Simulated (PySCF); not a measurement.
BBr2, SMILES Br[B]Br (connectivity only; charge and spin as stated), charge +1, multiplicity 1. Atoms are numbered in the order given.

```xyz
3

Br     0.0000     0.0000     1.7665
B      0.0000     0.0000     0.0000
Br     0.0000     0.0000    -1.7665
```
Charge +1, spin multiplicity 1.

The structure is a stationary point at B3LYP-D3(BJ)/def2-TZVP. The multiplicity is an assumed one; other spin states were not compared. The isomer is the one that the SMILES or the coordinates give; other isomers of the formula were not compared.

Method: PySCF 2.14.0 with B3LYP-D3(BJ)/def2-TZVP.

Frequencies are harmonic and unscaled.

Modes within 1.5 cm⁻¹ of each other (mostly degenerate sets) share a row, with their intensities summed.

Computed normal modes with their intensities:
```
mode  ν (cm⁻¹)  IR (km/mol)  moving atoms (share of kinetic energy)
----  --------  -----------  --------------------------------------
1–2        277         12.5                                  B 94 %
3          331          0.0                                Br 100 %
4         1261        509.2                                  B 94 %
```
